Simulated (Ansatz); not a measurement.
`FC(F)(F)OB(Cl)Cl` + CH₃SH → `CSC(F)(F)F` + `OB(Cl)Cl` at 500 K and 1 bar (substitution at a C–O bond).

Calculated with Ansatz (gas phase, PBE0-D4/def2-TZVP geometries, no zero-point term in ΔE). CBS: MP2 limit from def2 TZ/QZ plus the TZ coupled-cluster correction, frozen cores. This one scheme is used for every species. Each species was taken in one conformer, which may not be the lowest.

```
           species  CCSD(T)/CBS energy (Eh)  H − E (kJ/mol)  S (J/(mol·K))
`FC(F)(F)OB(Cl)Cl`              -1357.08904           118.2          443.5
             CH₃SH               -438.22835           145.1          283.7
      `CSC(F)(F)F`               -775.05641           183.0          399.7
        `OB(Cl)Cl`              -1020.26564            85.7          333.4
```

H − E and S are ideal-gas, rigid-rotor, harmonic terms from PBE0-D4/def2-TZVP, for one conformer and one mirror image of each species. 1 Eh = 2625.50 kJ/mol, R = 8.31446 J/(mol·K).

Task: By hand: ΔE, ΔH, ΔS and ΔG.

Result: ΔE = (-775.05641) + (-1020.26564) − (-1357.08904) − (-438.22835) = -0.00466 Eh = -12.2 kJ/mol. Δ(H − E) = 183.0 + 85.7 − 118.2 − 145.1 = 5.4, so ΔH = -6.8 kJ/mol. ΔS = 399.7 + 333.4 − 443.5 − 283.7 = 5.9 J/(mol·K). ΔG = -6.8 − 500 × (5.9)/1000 = -9.8 kJ/mol.

Task: By hand: the equilibrium constant, and the temperature at which ΔG would vanish if ΔH and ΔS stayed fixed.

Result: log₁₀ K = −ΔG/(RT ln 10) = 1.0. ΔH and −TΔS have one sign here, so there is no such temperature. One of them is within its doubt of zero, so this could turn.

TΔS isn't small against ΔH here. A doubt of 5 kJ/mol in ΔE shifts log₁₀ K by 0.5 here. Other conformers and mirror images would add mixing entropy, several J/(mol·K) or more a flexible species. Modes under 60 cm⁻¹, often nearly free rotors, make the harmonic entropy too high. These are equilibria of isolated gas molecules and say nothing of rates. Largest T1 diagnostic: 0.012 (customary marks: 0.02 for closed shells, 0.045 for open ones).
